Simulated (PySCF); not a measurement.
**Computed and published core binding energies of `CCOC(=O)C(F)(F)F`**

What was measured (core binding energies): C 1s of C1 291.20 eV [1]; C 1s of C1 291.47 eV [2]; C 1s of C1 291.47 eV [1]; C 1s of C2 293.07 eV [1]; C 1s of C2 293.14 eV [2]; C 1s of C2 293.19 eV [1]; C 1s of C4 295.79 eV [2]; C 1s of C4 295.80 eV [1]; C 1s of C4 296.01 eV [1]. Sources and the comparison follow the method.

Compound: C₄H₅F₃O₂.
Atom-mapped SMILES: `[CH3:1][CH2:2][O:3][C:4](=[O:5])[C:6]([F:7])([F:8])[F:9]`

Theory: delta-SCF UKS SCAN, pcX-2 on the ionised atom, pcseg-1 elsewhere, spin-free X2C (PySCF 2.14.0). Each binding energy is the total energy of the core-ionised species, with the hole localised on one atom, minus that of the ground state; both are solved self-consistently, so orbital relaxation is included.

| atom | environment | level | this calculation (eV) | reference (eV) | difference (eV) | source |
| --- | --- | --- | --- | --- | --- | --- |
| C1 | methyl carbon | C 1s | 291.38 | 291.20 | +0.18 | [1] |
| C1 | methyl carbon | C 1s | 291.38 | 291.47 | -0.09 | [2] |
| C1 | methyl carbon | C 1s | 291.38 | 291.47 | -0.09 | [1] |
| C2 | sp3 carbon bound to oxygen | C 1s | 293.11 | 293.07 | +0.04 | [1] |
| C2 | sp3 carbon bound to oxygen | C 1s | 293.11 | 293.14 | -0.03 | [2] |
| C2 | sp3 carbon bound to oxygen | C 1s | 293.11 | 293.19 | -0.08 | [1] |
| C4 | ester carbonyl carbon | C 1s | 295.55 | 295.79 | -0.24 | [2] |
| C4 | ester carbonyl carbon | C 1s | 295.55 | 295.80 | -0.25 | [1] |
| C4 | ester carbonyl carbon | C 1s | 295.55 | 296.01 | -0.46 | [1] |

[1] measured, gas; Li, Jin, Rinke, Yang, Golze, J. Chem. Theory Comput. 2022, 18, 7570 (arXiv:2206.05627) Note: measured by Gelius et al. Note: measured by Travnikova et al.
[2] measured, gas; Travnikova et al., J. Phys. Chem. A 2019, 123, 7619 (energy-dependent relative cross sections in carbon 1s photoionization; hal-02303739) Note: vertical.

Question: How well does this level of theory reproduce the measurements here?

Answer: Over the 8 different measured values (3 distinct lines) the mean signed difference is -0.12 eV, the mean unsigned one 0.17 eV and the largest 0.46 eV. The calculation is vertical and has no vibrational structure, and measured positions depend on the energy calibration.

Question: What does the calculation give for the levels without a reference value here?

Answer: O3 O 1s 540.26 eV; O5 O 1s 538.69 eV; C6 C 1s 298.75 eV; F7/F8/F9 F 1s 694.46 eV.

The listed C 1s values span 7.37 eV, from C1 (bonded to C and 3 H) to C6 (bonded to 3 F and C). Summing the Pauling electronegativity differences to the bonded atoms, each weighted by its formal bond order, gives -1.05 for the lowest site and +4.29 for the highest; no listed site has a larger sum than the highest.

The listed O 1s values span 1.57 eV, from O5 (bonded to C (double bond)) to O3 (bonded to 2 C).

One atom of each set of topologically equivalent atoms was ionised and stands for the set; in this conformer not all members are related by symmetry, and their own values weren't computed. Isolated species at its PBE0-D3(BJ)/def2-SVP geometry (one conformer only).

Shape of the structure used: `[CH3:1][CH2:2][O:3][C:4](=[O:5])[C:6]([F:7])([F:8])[F:9]`: C1–C2–O3–C4 82°, C2–O3–C4–O5 1°, O3–C4–C6–F7 177°.
